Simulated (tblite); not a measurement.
Species: C₄H₄F₃N.
Geometry (GFN2-xTB, Å), atoms numbered from 1 in this order:
```
atom  x, y, z in Å
C1     0.0164    0.1017    1.6932
C2     0.0785    0.0122    0.3678
C3     1.3489   -0.1789   -0.3583
N4     1.5602   -0.2824   -1.5890
C5    -1.1762    0.1096   -0.4648
F6    -2.2844    0.2672    0.2690
F7    -1.3718   -0.9880   -1.2171
F8    -1.1368    1.1480   -1.3189
H9    -0.9143    0.2423    2.2170
H10    0.9101    0.0346    2.2898
H11    2.2177   -0.2373    0.2919
H12    0.7528   -0.2296   -2.2067
```

Method: GFN2-xTB as coded in tblite; computed harmonic values from a numerical Hessian at the method's own geometry, unscaled. This tight-binding method is rough: wavenumbers can miss measured ones by several per cent, in bad cases by 10 to 20. One conformer, not necessarily the lowest.

Harmonic wavenumbers (cm⁻¹): 49.9, 101.1, 171.9, 202.1, 295.9, 359.8, 426.0, 468.5, 514.7, 516.5, 621.5, 696.8, 730.8, 807.8, 920.8, 933.7, 1036.7, 1065.9, 1075.7, 1095.0, 1177.4, 1266.8, 1330.2, 1397.3, 1670.9, 1711.3, 3005.8, 3108.9, 3141.5, 3345.0.

A = 2848, B = 1982, C = 1467 MHz; mass 123.030 u (most abundant isotopes); point group Cs, symmetry number 1.

Problem. Zero-point energy?

Solution. Half the sum of the wavenumbers: 16623 cm⁻¹ = 198.86 kJ/mol.

Problem. Entropy at 298.15 K, 1 bar (ideal gas, RRHO, classical rotation)?

Solution. Translation 168.87, rotation 117.37, vibration 83.94: S = 370.2 J/(mol K).

Problem. And Cp and H(298.15 K) − H(0)?

Solution. Cp = 125.88 J/(mol K), of which vibrations give 92.62 (their classical limit is 30 R = 249.4); H(298.15 K) − H(0) = 23.49 kJ/mol without the zero-point energy, 13.57 from vibrations.

Problem. Which modes carry the vibrational entropy at 298.15 K?

Solution. 49.9 cm⁻¹: 20.17; 101.1 cm⁻¹: 14.36; 171.9 cm⁻¹: 10.10; 202.1 cm⁻¹: 8.84; 295.9 cm⁻¹: 6.02; 359.8 cm⁻¹: 4.70 J/(mol K); the other 24 give 19.73 together.

Problem. What must be added to the electronic energy to get the Gibbs energy at 298.15 K and 1 bar?

Solution. ZPE + [H(298.15 K) − H(0)] − T·S = 198.86 + 23.49 − 110.37 = 111.98 kJ/mol.

Problem. How do the functions run with temperature in this model?

Solution. 
```tsv
T (K)	S (J/(mol K))	Cp (J/(mol K))	H − H(0) (kJ/mol)	G − H(0) (kJ/mol)	ln q(vib)
100	272.8	62.9	4.69	-22.58	1.10
200	326.3	95.4	12.61	-52.66	2.84
300	371.0	126.4	23.72	-87.57	4.65
500	447.6	174.2	54.14	-169.67	8.32
800	539.2	214.1	113.06	-318.29	13.48
1000	588.8	229.9	157.56	-431.22	16.60
```

q(vib) and H(0) count from the zero-point level.

Hindered rotation and anharmonicity are outside this model. Other conformers, if any are populated, would add a mixing term that is left out.
